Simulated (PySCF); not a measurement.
Spinor energies of Eu+ (europium, charge +1)

Start: [Xe] 4f7 6s1; 4f5/2 filled at m_j = -5/2, -3/2, -1/2, +1/2, +3/2, +5/2; 4f7/2 filled at m_j = +7/2; 6s1/2 filled at m_j = +1/2. Calculated with PySCF 2.14 in x2c-SVPall-2c (7s10p9d3f1g, 112 functions): generalised Hartree-Fock with the X2C-1e Hamiltonian and a Gaussian nucleus; one run each with spin-orbit coupling (SO) switched off, then screened by Boettger's factors.

| spinor shell | electrons | ε, spin-free (eV) | ε, screened SO (eV) | weight of nominal j (screened SO) | rms radius, screened SO (bohr) |
| --- | --- | --- | --- | --- | --- |
| 1s1/2 | 2 | -48762.3 | -48753.8 | 1.000 | 0.0254 |
| 2s1/2 | 2 | -8129.8 | -8127.1 | 1.000 | 0.103 |
| 2p1/2 | 2 | -7238.6 | -7695.0 | 1.000 | 0.0881 |
| 2p3/2 | 4 | -7238.6 | -7042.1 | 1.000 | 0.0944 |
| 3s1/2 | 2 | -1841.8 | -1841.0 | 1.000 | 0.266 |
| 3p1/2 | 2 | -1558.7 | -1653.6 | 1.000 | 0.257 |
| 3p3/2 | 4 | -1558.7 | -1517.2 | 1.000 | 0.270 |
| 3d3/2 | 4 | -1178.9 | -1196.3 | 0.995 | 0.243 |
| 4s1/2 | 2 | -391.84 | -391.62 | 1.000 | 0.602 |
| 4p1/2 | 2 | -296.09 | -318.42 | 0.966 | 0.621 |
| 4p3/2 | 4 | -296.09 | -286.23 | 0.983 | 0.649 |
| 4d3/2 | 4 | -159.52 | -165.14 | 0.722 | 0.706 |
| 4d5/2 | 6 | -159.52 | -155.61 | 0.815 | 0.711 |
| 5s1/2 | 2 | -60.538 | -60.506 | 1.000 | 1.49 |
| 5p1/2 | 2 | -35.250 | -38.779 | 0.874 | 1.69 |
| 5p3/2 | 4 | -35.250 | -33.678 | 0.937 | 1.80 |
| 4f5/2 | 6 | -20.196 | -20.177 | 0.547 | 1.02 |
| 4f7/2 | 1 | -20.196 | -19.782 | 1.000 | 1.02 |
| 6s1/2 | 1 | -10.449 | -10.451 | 1.000 | 4.32 |

(1) Where does 3d5/2 lie, and what is the 3d spin-orbit splitting (screened SO)?

| quantity | spin-free | screened SO |
| --- | --- | --- |
| E (hartree) | -10836.19878 | -10842.76406 |
| M_J | 4 | 4 |
| ⟨J²⟩ | 20.006 | 20.006 |
| ⟨L²⟩ | 0.000 | 0.099 |
| ⟨S²⟩ | 20.006 | 19.936 |

Each row is a mean over spinors that exchange with the open shell spreads, by up to 17.830 eV (4d5/2).

Rows whose weight is well below 1 are mixtures of j = l ± 1/2: exchange outweighs spin-orbit coupling there, and the label is only the starting occupation.

Breit and QED terms are absent; they matter most for the inner s and p1/2 levels.

Densities and radii are taken from the X2C orbitals without a picture-change correction, which distorts them close to the nucleus.

Without spin-orbit coupling the j labels of p, d and f shells carry no meaning; the spin-free column gives the mean over the occupied spinors of each nl shell.

## Answers

(1) At -1166.6 eV, 29.761 eV above 3d3/2.
